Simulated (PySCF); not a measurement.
Species: C₆H₉ClO₂Si.
Numbering: `[O:1]=[CH:2][O:3][C@@H:4]1[CH:5]=[CH:6][CH2:7][CH2:8][Si@H:9]1[Cl:10]`

Geometry (GFN2-xTB, Å), atoms numbered from 1 in this order:
```xyz
19
C6H9ClO2Si angstrom
O      2.3720   -1.7395    0.4339
C      2.8986   -0.8078   -0.1186
O      2.3028    0.1658   -0.7297
C      0.8569    0.1650   -0.7517
C      0.3915    1.4747   -0.1891
C     -0.7770    1.7187    0.3815
C     -1.8952    0.7604    0.6464
C     -1.7822   -0.5762   -0.0830
Si    -0.0316   -1.3078    0.1243
Cl     0.0379   -2.9881   -0.9882
H      3.9918   -0.6818   -0.1647
H      0.6087    0.1435   -1.8228
H      1.1123    2.2754   -0.2938
H     -0.9708    2.7271    0.7262
H     -1.9228    0.5813    1.7266
H     -2.8393    1.2512    0.3892
H     -2.0047   -0.4197   -1.1402
H     -2.5522   -1.2486    0.2938
H      0.1934   -1.4843    1.5526
```

Definitions: NICS(0) = −σiso at the ring centroid; NICS(1) = −σiso and NICS(1)zz = −σzz at ±1 Å along the ring normal z. Level: GIAO PBE0/pcSseg-1 (PySCF, non-relativistic, gas phase) on the GFN2-xTB geometry, one conformer.

Ring bond lengths (Å), with Mayer bond orders in brackets: C4–C5 1.500 (1.01), C5–C6 1.323 (1.94), C6–C7 1.496 (1.05), C7–C8 1.527 (1.05), C8–Si9 1.909 (0.87), Si9–C4 1.930 (0.83).

Q: Give the NICS values of each ring in ppm.

A: 
```tsv
ring	type	NICS(0)	NICS(1), two faces	NICS(1)zz, two faces	rms pucker (Å)	centre to ring atoms, mean (Å)
C4–C5–C6–C7–C8–Si9	6-membered ring with Si; formal bonds 1 double, 5 single	-0.3	-1.8 / -1.6	4.7 / 3.9	0.27	1.56
```

Q: What can be read from them?

A: 
- C4–C5–C6–C7–C8–Si9: mean NICS(1)zz 4.3 ppm, deshielded. C4, C7, C8, Si9 have four or more neighbours, so the value isn't read as a sign of a π ring current.

Q: What is the mean of the two in-plane components of NICS at the first NICS(1) probe listed for ring C4–C5–C6–C7–C8–Si9, 1 Å off the ring?

A: The isotropic value is a third of the trace: (3 × -1.8 − (4.7))/2 = -5.1 ppm.

Q: What are the shieldings of the ring atoms and their hydrogens in the same run (means over atoms taken as equivalent)?

A: 
```json
{"atoms": "C4", "environment": "sp3 carbon bound to oxygen", "σ isotropic (ppm)": "116.2"}
{"atoms": "C5", "environment": "alkene CH carbon", "σ isotropic (ppm)": "53.7"}
{"atoms": "C6", "environment": "alkene CH carbon", "σ isotropic (ppm)": "48.1"}
{"atoms": "C7", "environment": "allylic carbon", "σ isotropic (ppm)": "156.8"}
{"atoms": "C8", "environment": "sp3 carbon bound to silicon", "σ isotropic (ppm)": "166.0"}
{"atoms": "Si9", "environment": "chlorine-bound silicon", "σ isotropic (ppm)": "369.2"}
{"atoms": "H12", "environment": "methine hydrogen", "σ isotropic (ppm)": "27.02"}
{"atoms": "H13", "environment": "vinylic hydrogen", "σ isotropic (ppm)": "25.76"}
{"atoms": "H14", "environment": "vinylic hydrogen", "σ isotropic (ppm)": "25.83"}
{"atoms": "H15", "environment": "methylene hydrogen", "σ isotropic (ppm)": "29.29"}
{"atoms": "H16", "environment": "methylene hydrogen", "σ isotropic (ppm)": "29.12"}
{"atoms": "H17", "environment": "methylene hydrogen", "σ isotropic (ppm)": "30.66"}
{"atoms": "H18", "environment": "methylene hydrogen", "σ isotropic (ppm)": "30.73"}
{"atoms": "H19", "environment": "Si–H hydrogen", "σ isotropic (ppm)": "26.03"}
```

The list is cut; further classes of hydrogen are left out.
